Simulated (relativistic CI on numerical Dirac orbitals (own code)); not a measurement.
## Ligand-field terms of d2

Computed with a parametric ligand-field model of a d^n configuration (Racah B and C, spin-orbit zeta, crystal field), exact diagonalisation.

Field parameters in Wybourne normalisation: Oh B⁴₀ = 21Dq, B⁴₄ = √(5/14) B⁴₀; Td as Oh with Dq negative (B⁴₀ = 21Dq, B⁴₄ = √(5/14) B⁴₀). The field is a parameter set, without covalency.

Task: Lowest levels for B = 840, C = 4020, ζ = 420 cm⁻¹, Td, 10Dq = -7000 cm⁻¹?

Result: T2 0 (S 1.00), A2 6850 (S 1.00), T2 6957 (S 1.00), E 7016 (S 1.00), T1 7130 (S 1.00), T2 11569 (S 1.00), E 11573 (S 0.99), T1 12102 (S 1.00), A1 12323 (S 1.00) cm⁻¹, with S from ⟨S²⟩ = S(S + 1). The ground level has 1.99 electrons in the cubic e pair.

Task: Lowest levels for B = 350, C = 1390, ζ = 1300 cm⁻¹, Oh, 10Dq = 20600 cm⁻¹?

Result: E 0 (S 0.98), T2 90 (S 0.98), T1 1819 (S 1.00), A1 2333 (S 0.98), T2 6115 (S 0.08), E 6253 (S 0.08), A1 12978 (S 0.09), A2 20261 (S 1.00), T2 20591 (S 0.99) cm⁻¹, with S from ⟨S²⟩ = S(S + 1). The ground level has 0.02 electrons in the cubic e pair.

Task: Lowest levels for B = 380, C = 1580, ζ = 300 cm⁻¹, Oh, 10Dq = 19350 cm⁻¹?

Result: E 0 (S 1.00), T2 7 (S 1.00), T1 372 (S 1.00), A1 541 (S 1.00), T2 5770 (S 0.00), E 5824 (S 0.00), A1 13143 (S 0.00), A2 18487 (S 1.00), T2 18564 (S 1.00) cm⁻¹, with S from ⟨S²⟩ = S(S + 1). The ground level has 0.01 electrons in the cubic e pair.

Task: Lowest levels for B = 790, C = 4080, ζ = 430 cm⁻¹, Td, 10Dq = -7000 cm⁻¹?

Result: T2 0 (S 1.00), A2 6848 (S 1.00), T2 6957 (S 1.00), E 7012 (S 1.00), T1 7134 (S 1.00), T2 11506 (S 1.00), E 11506 (S 0.98), T1 12038 (S 1.00), A1 12252 (S 1.00) cm⁻¹, with S from ⟨S²⟩ = S(S + 1). The ground level has 1.99 electrons in the cubic e pair.

Task: Lowest levels for B = 400, C = 1980, ζ = 600 cm⁻¹, Oh, 10Dq = 36650 cm⁻¹?

Result: E 0 (S 1.00), T2 11 (S 1.00), T1 713 (S 1.00), A1 1009 (S 1.00), T2 6846 (S 0.01), E 6883 (S 0.01), A1 15804 (S 0.01), A2 35686 (S 1.00), T2 35829 (S 1.00) cm⁻¹, with S from ⟨S²⟩ = S(S + 1). The ground level has 0.01 electrons in the cubic e pair.
